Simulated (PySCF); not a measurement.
Run record: geometry optimisation, `C[O][AlH2-][AsH3+]`.

Method: PBE0-D3(BJ)/def2-SVP geometry optimisation, gas phase (PySCF 2.14.0). Start geometry: GFN2-xTB. The input is one job of a driver script: a line of settings, then coordinates in Å.

Input:
```
{"job": {"xc": "PBE0", "basis": "def2-SVP", "d3": "d3bj", "grid": 1, "maxiter": 30, "shake": 0.01, "kind": "geom"}, "charge": 0, "multiplicity": 1}
C     -2.249720     0.631590     0.251100
O     -1.187840    -0.226020     0.277420
Al     0.040030    -1.307650     0.319960
As     2.077180     0.194340    -0.600050
H     -3.124740     0.210860     0.760850
H     -2.008440     1.604950     0.728920
H     -2.547860     0.856410    -0.787370
H      0.144670    -2.440730    -0.715500
H      0.835770    -1.412010     1.691300
H      1.891630     1.109160     0.577170
H      2.936440     1.191500    -1.274980
H      3.232580    -0.440690     0.056300
```

Output:
```
step   0  E = -2595.48312479  max force = 0.020704
step   1  E = -2595.49215164  max force = 0.010530
step   2  E = -2595.49391521  max force = 0.009473
step   3  E = -2595.49590885  max force = 0.003828
step   4  E = -2595.49625538  max force = 0.003034
step   5  E = -2595.49728621  max force = 0.003271
step   6  E = -2595.49744708  max force = 0.002030
step   7  E = -2595.49758466  max force = 0.001458
step   8  E = -2595.49765357  max force = 0.002116
step   9  E = -2595.49774084  max force = 0.002768
... (11 lines left out)
step  21  E = -2595.50043119  max force = 0.000801
step  22  E = -2595.50045094  max force = 0.000662
step  23  E = -2595.50046425  max force = 0.000575
step  24  E = -2595.50047729  max force = 0.000594
step  25  E = -2595.50049243  max force = 0.000898
step  26  E = -2595.50049692  max force = 0.001699
step  27  E = -2595.50056899  max force = 0.001394
step  28  E = -2595.50063223  max force = 0.000606
step  29  E = -2595.50063594  max force = 0.000480
step  30  E = -2595.50063788  max force = 0.000275
optimisation converged
```

Energies in Eh; «max force» is the largest Cartesian gradient component in Eh/bohr.

**Question.** Give the first gradient maximum in eV/Å.

**Answer.** With 1 Eh/bohr = 51.422 eV/Å, 1.065 eV/Å.

Main results: final energy -2595.50064 Eh after 30 steps; dipole 3.64 D.

**Question.** Give the final coordinates.

**Answer.** 0.732 Å rms from the input after alignment:
```
atom  x, y, z in Å
C1    -1.8457    0.8281   -0.1494
O2    -1.1626   -0.0215    0.7036
Al3   -0.2338   -1.4589    0.4728
As4    1.9863    0.0326    0.1718
H5    -2.8728    1.0129    0.2158
H6    -1.3510    1.8175   -0.2196
H7    -1.9331    0.4363   -1.1832
H8    -0.3036   -2.1772   -0.9517
H9     0.1830   -2.2124    1.8086
H10    2.3122    0.8578    1.3949
H11    1.8492    1.1899   -0.7913
H12    3.4112   -0.3334   -0.1868
```

Time: 3.4 min wall; peak memory 0.50 GiB. Hardware: one thread, Arm Neoverse V1 (aarch64), no GPU, shared host with 32 logical CPUs at a one-minute load of 29.
Labels such as C1 count atoms from 1, the log's own numbers from 0.
